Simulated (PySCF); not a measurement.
**Mass spectrum arithmetic for `CN[Si@](N)(P)[N-][SiH3]`**

Species: `CN[Si@](N)(P)[N-][SiH3]`.

Calculated from tabulated atomic weights, isotope masses and abundances; no fragmentation.

**Question.** What are the average molar mass and the monoisotopic mass?

**Answer.** For [CH11N3PSi2]-, with standard atomic weights, 1 × 12.011 + 3 × 14.007 + 2 × 28.085 + 1 × 30.974 + 11 × 1.008 = 152.264 g/mol. From the most abundant isotopes (12C, 14N, 28Si, 31P, 1H), 1 × 12.000000 + 3 × 14.003074 + 2 × 27.976927 + 1 × 30.973762 + 11 × 1.007825 = 152.0229 u for neutral atoms; the ion's mass is 152.0235 u once 1 electron mass (0.000549 u) is added.

**Question.** What cluster does the ion itself show when like nominal masses merge?

**Answer.** 
```json
{"nominal mass": "152", "m/z (centroid)": "152.0235", "relative intensity": "100.0"}
{"nominal mass": "153", "m/z (centroid)": "153.0232", "relative intensity": "12.5"}
{"nominal mass": "154", "m/z (centroid)": "154.0205", "relative intensity": "7.2"}
{"nominal mass": "155", "m/z (centroid)": "155.0202", "relative intensity": "0.5"}
{"nominal mass": "156", "m/z (centroid)": "156.0174", "relative intensity": "0.1"}
```

Lines under 0.1 % of the tallest are left out. Abundances used (%; other tables differ somewhat): 12C 98.93, 13C 1.07; 14N 99.632, 15N 0.368; 28Si 92.2297, 29Si 4.6832, 30Si 3.0872; 1H 99.9885, 2H 0.0115.

**Question.** What share of all these ions is the monoisotopic species?

**Answer.** 0.9893 × 0.99632^3 × 0.922297^2 × 1 × 0.999885^11 = 83.12 %.

**Question.** Give the mass fraction of each element.

**Answer.** C 7.89 %, N 27.60 %, Si 36.89 %, P 20.34 %, H 7.28 %.

**Question.** Count the protons, neutrons and electrons of the monoisotopic species, and give its exact less its nominal mass.

**Answer.** 81 protons, 71 neutrons and 82 electrons; 152.0229 − 152 = +0.0229 u, electron masses as for neutral atoms.
